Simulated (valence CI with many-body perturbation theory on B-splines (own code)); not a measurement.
**Level structure of Eu30+**

Computed by configuration interaction combined with many-body perturbation theory (CI+MBPT): five valence electrons over a frozen Dirac-Fock core [Ar] 3d10, a basis of 9 s, 9 p, 8 d, 6 f, 3 g, 1 h functions for each j, with the one-electron correlation potential Σ1 (screened to all orders), the two-electron term Σ2, the three-electron term Σ3, Breit, model QED; selected single and double excitations, second order for the rest (own B-spline code, finite nucleus).

No measured spectrum was set against this ion. As an estimate, large intervals hold to a few tenths of a per cent, small ones and those within an open d or f shell to about a per cent. Among the levels kept, up to 250 cm⁻¹ of a level comes from second order outside the variational space, and about a tenth of that is noise between levels of different J, which matters for small intervals.

Levels 1 to 45 of 50, with energies above the lowest level, (4s^2 4p1/2^2 4p3/2) J=3/2. "Leading %" is the weight of the configuration and term that name the level; weights of strongly mixed levels are sums over their largest components and can fall short. In the jj column 3d3/2^4 stands for four electrons in 3d with j = 3/2. Lifetimes count E1, E2, E3, M1 and M2 decay at the calculated energies, and are blank where another channel may lead or the interval is too uncertain; long ones can be off by a factor of two.

| No. | Configuration | Term | J | E (eV) | Leading % | Lifetime | Leading jj |
| --- | --- | --- | --- | --- | --- | --- | --- |
| 1 | 4s2 4p3 | 2P° | 3/2 | 0.00 | 43 |  | 4s^2 4p1/2^2 4p3/2 (98 %) |
| 2 | 4s2 4p3 | 4S° | 3/2 | 34.97 | 52 | 2.17 μs | 4s^2 4p1/2 4p3/2^2 (98 %) |
| 3 | 4s2 4p3 | 2D° | 5/2 | 39.20 | 98 | 10.9 μs | 4s^2 4p1/2 4p3/2^2 (98 %) |
| 4 | 4s2 4p3 | 2P° | 1/2 | 44.55 | 98 | 2.68 μs | 4s^2 4p1/2 4p3/2^2 (98 %) |
| 5 | 4s2 4p3 | 2P° | 3/2 | 80.17 | 54 | 958 ns | 4s^2 4p3/2^3 (98 %) |
| 6 | 4s 4p4 | 4P | 5/2 | 104.52 | 72 | 56.7 ps | 4s 4p1/2^2 4p3/2^2 (90 %) |
| 7 | 4s2 4p2 4d | 4F | 3/2 | 111.92 | 19 | 51.3 ps | 4s^2 4p1/2^2 4d3/2 (57 %) |
| 8 | 4s 4p4 | 2S | 1/2 | 117.14 | 50 | 12.4 ps | 4s 4p1/2^2 4p3/2^2 (88 %) |
| 9 | 4s2 4p2 4d | 4F | 3/2 | 122.01 | 24 | 7.08 ps | 4s 4p1/2^2 4p3/2^2 (46 %) |
| 10 | 4s2 4p2 4d | 4F | 5/2 | 129.31 | 26 | 8.62 ps | 4s^2 4p1/2^2 4d5/2 (86 %) |
| 11 | 4s 4p4 | 4P | 3/2 | 142.31 | 55 | 23.6 ps | 4s 4p1/2 4p3/2^3 (78 %) |
| 12 | 4s 4p4 | 2D | 5/2 | 147.08 | 47 | 63.8 ps | 4s 4p1/2 4p3/2^3 (61 %) |
| 13 | 4s2 4p2 4d | 4F | 3/2 | 148.66 | 27 | 95.9 ps | 4s^2 4p1/2 4p3/2 4d3/2 (74 %) |
| 14 | 4s2 4p2 4d | 4D | 1/2 | 148.83 | 55 | 40.6 ps | 4s^2 4p1/2 4p3/2 4d3/2 (78 %) |
| 15 | 4s2 4p2 4d | 2F | 5/2 | 151.21 | 50 | 58.7 ps | 4s^2 4p1/2 4p3/2 4d3/2 (68 %) |
| 16 | 4s2 4p2 4d | 2G | 7/2 | 154.01 | 38 | 5.55 ns | 4s^2 4p1/2 4p3/2 4d3/2 (89 %) |
| 17 | 4s 4p4 | 2P | 1/2 | 157.91 | 30 | 4.81 ps | 4s 4p1/2 4p3/2^3 (49 %) |
| 18 | 4s2 4p2 4d | 4D | 7/2 | 158.31 | 48 | 3.40 ns | 4s^2 4p1/2 4p3/2 4d5/2 (98 %) |
| 19 | 4s 4p4 | 2P | 3/2 | 161.07 | 32 | 3.18 ps | 4s 4p1/2 4p3/2^3 (50 %) |
| 20 | 4s2 4p2 4d | 2G | 9/2 | 162.80 | 53 |  | 4s^2 4p1/2 4p3/2 4d5/2 (97 %) |
| 21 | 4s2 4p2 4d | 4P | 5/2 | 164.09 | 39 | 2.19 ps | 4s^2 4p1/2 4p3/2 4d5/2 (48 %) |
| 22 | 4s2 4p2 4d | 2P | 3/2 | 165.13 | 29 | 1.85 ps | 4s^2 4p1/2 4p3/2 4d3/2 (49 %) |
| 23 | 4s2 4p2 4d | 4P | 1/2 | 168.82 | 36 | 1.53 ps | 4s^2 4p1/2 4p3/2 4d3/2 (78 %) |
| 24 | 4s2 4p2 4d | 4D | 5/2 | 169.29 | 39 | 2.45 ps | 4s^2 4p1/2 4p3/2 4d5/2 (44 %) |
| 25 | 4s2 4p2 4d | 2P | 3/2 | 171.02 | 41 | 2.01 ps | 4s^2 4p1/2 4p3/2 4d5/2 (47 %) |
| 26 | 4s2 4p2 4d | 2G | 7/2 | 172.15 | 38 | 5.51 ps | 4s^2 4p1/2 4p3/2 4d5/2 (79 %) |
| 27 | 4s2 4p2 4d | 2D | 5/2 | 175.93 | 53 | 1.77 ps | 4s^2 4p1/2 4p3/2 4d5/2 (74 %) |
| 28 | 4s2 4p2 4d | 2D | 3/2 | 176.49 | 69 | 4.65 ps | 4s^2 4p1/2 4p3/2 4d5/2 (75 %) |
| 29 | 4s2 4p2 4d | 2P | 1/2 | 179.96 | 69 | 2.33 ps | 4s^2 4p1/2 4p3/2 4d5/2 (74 %) |
| 30 | 4s 4p4 | 2P | 1/2 | 191.70 | 29 | 7.05 ps | 4s 4p3/2^4 (54 %) |
| 31 | 4s2 4p2 4d | 2F | 7/2 | 198.82 | 47 | 40.9 ps | 4s^2 4p3/2^2 4d5/2 (95 %) |
| 32 | 4s2 4p2 4d | 2P | 1/2 | 199.73 | 57 | 2.09 ps | 4s^2 4p3/2^2 4d3/2 (71 %) |
| 33 | 4s2 4p2 4d | 4F | 9/2 | 200.32 | 53 | 1.75 μs | 4s^2 4p3/2^2 4d5/2 (97 %) |
| 34 | 4s2 4p2 4d | 2D | 3/2 | 200.46 | 40 | 1.49 ps | 4s^2 4p3/2^2 4d3/2 (88 %) |
| 35 | 4s2 4p2 4d | 2D | 5/2 | 201.15 | 33 | 1.59 ps | 4s^2 4p3/2^2 4d3/2 (78 %) |
| 36 | 4s2 4p2 4d | 2F | 7/2 | 204.68 | 70 | 1.49 ps | 4s^2 4p3/2^2 4d3/2 (84 %) |
| 37 | 4s2 4p2 4d | 2D | 3/2 | 209.28 | 56 | 1.75 ps | 4s^2 4p3/2^2 4d3/2 (76 %) |
| 38 | 4s2 4p2 4d | 2D | 5/2 | 210.79 | 80 | 440 ps | 4s^2 4p3/2^2 4d5/2 (97 %) |
| 39 | 4s2 4p2 4d | 2S | 1/2 | 216.47 | 27 | 1.66 ps | 4s^2 4p3/2^2 4d5/2 (43 %) |
| 40 | 4s2 4p2 4d | 2D | 3/2 | 218.34 | 52 | 2.08 ps | 4s^2 4p3/2^2 4d5/2 (81 %) |
| 41 | 4s 4p3 4d | 6D° | 5/2 | 218.49 | 35 | 58.1 ps | 4s 4p1/2^2 4p3/2 4d3/2 (86 %) |
| 42 | 4s 4p3 4d | 6D° | 3/2 | 218.75 | 41 | 45.2 ps | 4s 4p1/2^2 4p3/2 4d3/2 (85 %) |
| 43 | 4s 4p3 4d | 6D° | 1/2 | 218.82 | 50 | 75.2 ps | 4s 4p1/2^2 4p3/2 4d3/2 (87 %) |
| 44 | 4s 4p3 4d | 6D° | 7/2 | 220.18 | 37 | 112 ps | 4s 4p1/2^2 4p3/2 4d3/2 (68 %) |
| 45 | 4s2 4p2 4d | 2D | 5/2 | 221.46 | 53 | 1.58 ps | 4s^2 4p3/2^2 4d5/2 (84 %) |

The ionisation energy to 4s2 4p2 3P_0 of the next ion comes out as 1168.4 eV (NIST: 1167 ± 4 eV (theoretical)). All 50 levels together are meant to be complete up to 233.65 eV.
